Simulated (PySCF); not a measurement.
This PySCF input asks for the NMR shieldings of `C[C@@H]1[C@H](F)COS1(=O)=O`, C₄H₇FO₃S; the geometry comes from GFN2-xTB.

```python
import basis_set_exchange as bse
import numpy as np
from pyscf import gto, dft
from pyscf.prop import nmr

atoms = """
C    -1.846662    0.015184    0.292736
C    -0.580735   -0.187174   -0.509814
C     0.445739   -1.126410    0.119847
F     0.029228   -1.583514    1.346349
C     1.755785   -0.324685    0.307500
O     1.794544    0.691487   -0.657672
S     0.330103    1.401448   -0.612298
O     0.199524    2.127266    0.607951
O     0.117984    2.080957   -1.842721
H    -1.599083    0.460936    1.253383
H    -2.512670    0.689434   -0.239242
H    -2.354598   -0.932117    0.464891
H    -0.781140   -0.455339   -1.544333
H     0.605101   -2.023413   -0.490332
H     1.744244    0.117481    1.311552
H     2.645036   -0.942596    0.180793
"""
names = dict.fromkeys(["C", "F", "O", "S", "H"], "pcSseg-1")
basis = {el: gto.basis.parse(bse.get_basis(n, elements=[el], fmt="nwchem")) for el, n in names.items()}
mol = gto.M(atom=atoms, basis=basis, charge=0, verbose=0)
mf = dft.RKS(mol, xc="PBE0")
mf.grids.level = 2
mf.grids.alignment = dft.numint.BLKSIZE   # the property module wants whole blocks of grid points
mf.conv_tol = 1e-9
mf.kernel()

calc = nmr.RKS(mf)   # GIAO
C = mf.mo_coeff
Co = C[:, mf.mo_occ > 0]
resp = mf.gen_response(singlet=True, hermi=2)
def vind(x):   # induced exchange potential for any number of trial vectors
    d = np.einsum("pi,xij,qj->xpq", C, 2 * x.reshape(-1, C.shape[1], Co.shape[1]), Co, optimize=True)
    return np.einsum("xpq,pi,qj->xij", resp(d - d.transpose(0, 2, 1)), C, Co, optimize=True).ravel()
mo1, _ = nmr.rhf.solve_mo1(calc, with_cphf=vind)
sigma = calc.kernel(mo1)
for i, s in enumerate(sigma):   # ppm
    w = np.linalg.eigvalsh((s + s.T) / 2)
    print("%2d %-2s iso %8.1f  s11 %8.1f  s22 %8.1f  s33 %8.1f" % (i, mol.atom_pure_symbol(i), w.mean(), *w))
```

Q: What are the results?

A: 
```
 0 C  iso    177.5  s11    169.4  s22    179.3  s33    183.8
 1 C  iso    126.1  s11    104.9  s22    118.0  s33    155.6
 2 C  iso     95.8  s11     60.0  s22     85.1  s33    142.3
 3 F  iso    396.7  s11    378.3  s22    393.2  s33    418.6
 4 C  iso    118.5  s11     89.2  s22    110.1  s33    156.1
 5 O  iso    147.1  s11     25.8  s22    116.5  s33    298.8
 6 S  iso    155.9  s11     41.4  s22    144.3  s33    282.1
 7 O  iso    117.8  s11     64.4  s22    105.6  s33    183.5
 8 O  iso    105.9  s11     75.5  s22     84.1  s33    158.1
 9 H  iso     30.1  s11     26.4  s22     28.8  s33     35.0
10 H  iso     30.2  s11     25.3  s22     28.2  s33     37.2
11 H  iso     30.1  s11     25.0  s22     27.8  s33     37.7
12 H  iso     28.8  s11     26.0  s22     26.7  s33     33.8
13 H  iso     26.3  s11     22.8  s22     25.4  s33     30.7
14 H  iso     27.7  s11     24.4  s22     26.4  s33     32.3
15 H  iso     27.1  s11     23.2  s22     25.8  s33     32.2
```

These numbers come from an equivalent density-fitted implementation of the same equations, which agrees with the script to about 0.01 ppm for H and up to a few tenths of a ppm for heavy atoms, so last digits may differ.

Q: Turn these shieldings into chemical shifts. Chemical shifts δ = σref − σ; $^{13}$C (σref 186.93), $^{1}$H (σref 31.72) vs TMS; CFCl3 for $^{19}$F (σref 170.95); H2O for $^{17}$O (σref 336.08); $^{33}$S (σref 503.73) against CS2, all at this level.

A: Averaging equivalent atoms: C 2: 91.1; C 4: 68.4; C 1: 60.8; C 0: 9.4; F 3: -225.7; O 8: 230.2; O 7: 218.2; O 5: 189.0; S 6: 348; H 13: 5.43; H 15: 4.65; H 14: 4.02; H 12: 2.91; H 9/10/11: 1.56 ppm. Unscaled 19F shifts against computed CFCl3 carry errors that often reach 10 to 50 ppm. Experimental scales use liquid or dissolved standards, which lie at an offset from isolated H2O (liquid H2O: subtract about 36 ppm).

Size and cost of the density-fitted run: 195 basis functions, 31 s wall time on 1 thread of an Arm Neoverse V1, shared host; peak memory 0.86 GiB.
